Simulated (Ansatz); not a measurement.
Isolated molecules relaxed with PBE0-D4/def2-TZVP in Ansatz; ΔE leaves out vibrations. CBS: MP2 limit from def2 TZ/QZ plus the TZ coupled-cluster correction, frozen cores. Functionals use def2-TZVPP. B3LYP here is the variant with VWN-RPA as its local correlation; programs differ in this. Each species was taken in one conformer, which may not be the lowest.

Consider the formal exchange of groups at a B–S bond: `NB(N)S` + `C=C=CCl` → `NB(N)Cl` + `C=C=CS`.

(1) Is it downhill or uphill in electronic energy at CCSD(T)/CBS, and by how much? (An estimate is asked.)

(2) What do these levels give: BLYP, B3LYP, LC-ωPBE, MP2/def2-TZVPP, CCSD(T)/def2-TZVPP, CCSD/CBS(def2)? (Best estimate.)

Largest T1 diagnostic among the species: 0.013.

Results:

(1) Ansatz gave: Downhill: ΔE = -58.1 kJ/mol.

(2) Ansatz gave: BLYP -57.2, B3LYP -58.9, LC-ωPBE -57.9, MP2/def2-TZVPP -61.1, CCSD(T)/def2-TZVPP -57.8, CCSD/CBS(def2) -58.8 kJ/mol.

From BLYP to BHLYP (50 % exact exchange), in def2-TZVPP and without D4, ΔE moves by −4.2 kJ/mol. At CCSD(T), def2-SVP lies −5.1 kJ/mol from the extrapolated value and def2-TZVPP +0.3 kJ/mol.
